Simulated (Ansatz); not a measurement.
Br2ClHSi (`Cl[SiH](Br)Br`). Charge 0, multiplicity 1. Geometry: relaxed with PBE0-D4/def2-TZVP.

```xyz
5

Cl   -1.441    1.361    0.400
Si    0.079    0.090   -0.053
Br   -0.641   -1.459   -1.436
Br    0.840   -0.838    1.786
H     1.163    0.846   -0.698
```

Problem. What is the dipole moment at r2SCAN/def2-TZVPP? (Best estimate.)

Solution. The calculation gave: 0.67 D, with components (0.51, 0.31, -0.29) D in this frame, pointing from negative to positive charge.

Problem. And with PBE, B3LYP, ωB97M-V? (An estimate is asked.)

Solution. Ansatz gave: PBE 0.61 D, B3LYP 0.69 D, ωB97M-V 0.70 D.

Problem. Give the Mulliken charges with r2SCAN, B3LYP, ωB97M-V in def2-TZVPP. (Estimate.)

Solution. Computed: 
```json
{"atom": "Cl1", "r2SCAN": "-0.20", "B3LYP": "-0.19", "ωB97M-V": "-0.15"}
{"atom": "Si2", "r2SCAN": "0.57", "B3LYP": "0.54", "ωB97M-V": "0.42"}
{"atom": "Br3", "r2SCAN": "-0.17", "B3LYP": "-0.16", "ωB97M-V": "-0.14"}
{"atom": "Br4", "r2SCAN": "-0.17", "B3LYP": "-0.16", "ωB97M-V": "-0.14"}
{"atom": "H5", "r2SCAN": "-0.04", "B3LYP": "-0.03", "ωB97M-V": "0.01"}
```

B3LYP here is the variant with VWN-RPA as its local correlation; programs differ in this.
